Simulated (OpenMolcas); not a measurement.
## 4d3 along the 39-electron sequence

- Program: OpenMolcas
- Method: SS-RASPT2, IPEA 0.25 Eh, imaginary shift 0.1 Eh
- Basis: ANO-R2
- Scalar Hamiltonian: X2C, finite nucleus
- Spin-orbit coupling: state interaction with AMFI integrals over the reference wave functions, term energies averaged over their components

Active space for each ion: 9 electrons in 8 orbitals (RAS1 4p, at most 2 holes; RAS2 4d); closed shells correlated by CASPT2: 4s.

Computed levels in cm-1 above 4F 3/2:

```json
{"Level": "4F 5/2", "Tc4+": "1107", "Ru5+": "1477", "Rh6+": "1921", "Pd7+": "2530"}
{"Level": "4F 7/2", "Tc4+": "2470", "Ru5+": "3250", "Rh6+": "4170", "Pd7+": "5390"}
{"Level": "4F 9/2", "Tc4+": "3980", "Ru5+": "5170", "Rh6+": "6540", "Pd7+": "8290"}
{"Level": "4P 3/2", "Tc4+": "12130", "Ru5+": "13590", "Rh6+": "14950", "Pd7+": "16260"}
{"Level": "4P 1/2", "Tc4+": "12180", "Ru5+": "13730", "Rh6+": "15230", "Pd7+": "16770"}
{"Level": "4P 5/2", "Tc4+": "13930", "Ru5+": "16000", "Rh6+": "18110", "Pd7+": "20480"}
{"Level": "2G 7/2", "Tc4+": "14130", "Ru5+": "16190", "Rh6+": "18230", "Pd7+": "20380"}
{"Level": "2G 9/2", "Tc4+": "15000", "Ru5+": "17180", "Rh6+": "19320", "Pd7+": "21530"}
{"Level": "2P 1/2", "Tc4+": "17550", "Ru5+": "20440", "Rh6+": "23220", "Pd7+": "26130"}
{"Level": "weight of 4F in the lowest level (%)", "Tc4+": "98", "Ru5+": "98", "Rh6+": "97", "Pd7+": "96"}
```

Mixed levels, with the weight of the term that names them: Ru5+ 2G 9/2 (71 %), Rh6+ 2G 9/2 (65 %), Pd7+ 4P 3/2 (72 %), Pd7+ 2G 9/2 (57 %).

The fine-structure level 4F 9/2 changes by a factor of 2.08 from Tc4+ to Pd7+. Its fourth root runs 7.94, 8.48, 8.99, 9.54, with steps per unit of Z of 0.54, 0.51, 0.55; equal steps would mean a (Z - σ)^4 law with constant σ.

4P 3/2 changes by a factor of 1.34 over the same range, with steps per unit of Z of +1460, +1360, +1310 cm-1.

CASPT2 does not keep the components of a term degenerate, so their means are used; among the terms shown or strongly mixed into the levels shown the widest spread is 280 cm-1 (4d3 4F, Rh6+). Active for correlation alone: 4p; no level in the range computed is led by a configuration that opens it, so any true level of that kind is missing. Levels of configurations outside the active space are missing.
